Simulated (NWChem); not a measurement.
Species: C$_{3}$H$_{4}$ClF; SMILES Cl[C@@H]1C[C@H]1F

Q: Give the equilibrium geometry at PBE0/def2-SVP (NWChem) as an XYZ file, with the point group.

A: point group C1; any orientation.
```
9

F      0.6289     2.1449     0.1027
C      0.1304     1.0019    -0.4211
C     -1.2568     0.5971    -0.0530
C     -0.0726    -0.1508     0.4948
Cl     0.2807    -1.7797    -0.0534
H      0.4943     0.8051    -1.4349
H     -1.7978     1.2323     0.6536
H     -1.8686     0.1131    -0.8183
H      0.1804     0.0058     1.5465
```
